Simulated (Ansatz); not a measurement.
`[F][Zn][BH][SiH3]` + silanol → `[SiH3]BO[SiH3]` + `[F][ZnH]` at 400 K and 1 bar (cleavage of the B–Zn bond).

Gas-phase electronic energies from Ansatz, PBE0-D4/def2-TZVP geometries. CCSD(T)/CBS is the MP2 limit (def2-TZVPP, def2-QZVPP) plus CCSD(T) − MP2 in def2-TZVPP, frozen cores. For Zn outer-core shells are correlated without core-valence functions, which leaves a few kJ/mol of doubt a bond. Scalar relativity is left out up to krypton. Each species was taken in one conformer, which may not be the lowest.

| species | CCSD(T)/CBS energy (Eh) | H − E (kJ/mol) | S (J/(mol·K)) |
| --- | --- | --- | --- |
| `[F][Zn][BH][SiH3]` | -2194.43736 | 132.1 | 387.4 |
| `O[SiH3]` | -366.69042 | 120.0 | 276.4 |
| `[SiH3]BO[SiH3]` | -682.38605 | 210.5 | 396.3 |
| `[F][ZnH]` | -1878.79355 | 36.6 | 246.9 |

H − E and S are ideal-gas, rigid-rotor, harmonic terms from PBE0-D4/def2-TZVP, for one conformer and one mirror image of each species. 1 Eh = 2625.50 kJ/mol, R = 8.31446 J/(mol·K).

Task: By hand: ΔE, ΔH, ΔS and ΔG.

Result: ΔE = (-682.38605) + (-1878.79355) − (-2194.43736) − (-366.69042) = -0.05182 Eh = -136.1 kJ/mol. Δ(H − E) = 210.5 + 36.6 − 132.1 − 120.0 = -5.0, so ΔH = -141.1 kJ/mol. ΔS = 396.3 + 246.9 − 387.4 − 276.4 = -20.6 J/(mol·K). ΔG = -141.1 − 400 × (-20.6)/1000 = -132.9 kJ/mol.

Task: By hand: the equilibrium constant, and the temperature at which ΔG would vanish if ΔH and ΔS stayed fixed.

Result: log₁₀ K = −ΔG/(RT ln 10) = 17.4. ΔG = 0 at ΔH/ΔS = 6850 K, far beyond where these terms or the molecules hold.

ΔH outweighs TΔS. A doubt of 5 kJ/mol in ΔE shifts log₁₀ K by 0.7 here. Other conformers and mirror images would add mixing entropy, several J/(mol·K) or more a flexible species. Modes under 60 cm⁻¹, often nearly free rotors, make the harmonic entropy too high. These are equilibria of isolated gas molecules and say nothing of rates. Largest T1 diagnostic: 0.018 (customary marks: 0.02 for closed shells, 0.045 for open ones).
